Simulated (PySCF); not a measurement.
SMILES C(CO[SiH3])c1sccc1 (C6H10OSSi) at its GFN2-xTB optimised geometry (Å):

```
19

Si    -1.0991    -0.8661     3.5373
O     -1.8785    -1.7494     2.4254
C     -1.3936    -2.5794     1.4180
C     -1.4365    -1.8852     0.0475
C     -0.5148    -0.7153     0.0000
C      0.8463    -0.7153     0.0000
C      1.4018     0.5839     0.0000
C      0.4542     1.5541     0.0006
S     -1.1359     0.9006     0.0013
H     -0.2696    -1.7311     4.3844
H     -0.2124     0.1496     2.9632
H     -2.2533    -0.3063     4.2170
H     -2.0356    -3.4682     1.3894
H     -0.3680    -2.8984     1.6352
H     -2.4590    -1.5547    -0.1412
H     -1.1559    -2.6176    -0.7140
H      1.4372    -1.6145    -0.0057
H      2.4590     0.7812    -0.0012
H      0.5868     2.6176    -0.0011
```

Calculation: PySCF with PBE0/def2-SVP.

Map of the log10 of the electron density (e/bohr³), floored at −4 on the plane z = 0.6 Å:

```
|0000000000000000000000000|
|0000000000000000000000000|
|0000000000000000000000000|
|0000000000012332000000000|
|0000000000134554200000000|
|0000000122346765310000000|
|0000012344557876421000000|
|0000024566678887543210000|
|0000135678888987655421000|
|0000246799988998876542000|
|0000246799988899887642000|
|0000135789987789987642000|
|0000134678887789876431000|
|0000134568899998764310000|
|0001345678999998754200000|
|0002457788888888764100000|
|0002467899876678753100000|
|0001357899875566653100000|
|0001346899865444432000000|
|0000246788765322210000000|
|0000246776654321000000000|
|0000245665443200000000000|
|0000124443321000000000000|
|0000012322100000000000000|
|0000000100000000000000000|
```
Scale: ten equal steps from -4.00 (start of '0') to -0.631 (end of '9'), in the order '0123456789'; x runs from -5.00 to 5.00, y from -5.00 (bottom) to 5.00 (top).
